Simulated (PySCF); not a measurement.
# What a mistake does to a calculation on CClGeH4O

These are calculations, not measurements. They come from PySCF 2.14.0, an open-source quantum chemistry program, on an isolated molecule that a program drew, which may never have been made. The molecule is CClGeH4O (charge 0, doublet), drawn as the SMILES string `O[CH][GeH2][Cl]`.

Each row is a Hartree-Fock (HF) and frozen-core CCSD(T) single point in the cc-pV(D+d)Z basis, meant for a local HF minimum. Run 1 is clean. Each other run has one planted mistake out of seven kinds, and not every kind appears here: one electron removed, one electron added, multiplicity raised by two, geometry at a saddle point, minimal basis STO-3G, one bond length entered in bohr, all coordinates scaled. The reference is restricted for singlets and unrestricted otherwise, and also for a bond in bohr. Adding or removing an electron swaps singlet and doublet. Electrons count all cores. HOMO and LUMO are orbital energies over both spins, the gradient is its largest component, and the lowest frequency (negative if imaginary) is given only where the gradient is small. Bond lengths are over the 7 bonds as drawn. T1 is the CCSD diagnostic: over 0.02 (restricted) or 0.045 (unrestricted) a single reference is doubtful. Germanium has the cc-pVDZ-PP basis, with a core potential (ECP10MDF) in place of its 10 inner electrons, and its 3s, 3p and 3d shells are frozen in CCSD(T).

Geometry of the clean run:
```xyz
8
CClGeH4O, angstrom
O     0.8430   -1.7334    1.3054
C     0.7383   -0.8983    0.2474
Ge   -0.9275   -0.6424   -0.6922
Cl   -2.4433   -0.8750    0.8723
H     0.0057   -1.8213    1.7418
H     1.6993   -0.6869   -0.2080
H    -1.2735   -1.7008   -1.7359
H    -1.0523    0.7633   -1.2628
```

```
run,electrons,basis functions,<S^2>,HOMO (eV),LUMO (eV),gradient (hartree/bohr),lowest frequency (cm^-1),mean bond (Å),longest bond (Å),T1,HF (hartree),CCSD(T) (hartree),mistake
1,67,94,0.763,-9.30,2.56,2.6e-05,79,1.5076,2.191,0.0156,-867.93658,-868.53125,no fault
2,67,94,3.773,-4.36,-2.66,1.1e-01,-,1.5076,2.191,0.0344,-867.68336,-868.27645,multiplicity raised by two
3,66,94,0.000,-16.89,-5.99,1.0e-01,-,1.5076,2.191,0.0218,-867.65745,-868.25683,one electron removed
4,67,94,1.581,-9.37,0.72,8.2e-03,-,1.7011,2.876,0.0367,-867.83282,-868.41707,one bond length entered in bohr
5,67,94,0.762,-9.09,2.74,2.7e-02,-,1.4699,2.136,0.0147,-867.93114,-868.52217,?
```

**Which mistake was planted in run 5, and what did it cost?**

The mean and the longest bond both change by the same factor, 0.975, and the gradient is no longer small. So the mistake is: all coordinates scaled. Subtracting run 1 and multiplying by 627.51 kcal/mol a hartree, the energy moved by 3.4 kcal/mol in HF and 5.7 kcal/mol in CCSD(T).

Cautions from the logs. Run 3: T1 is over the limit, so its CCSD(T) energy is less reliable.
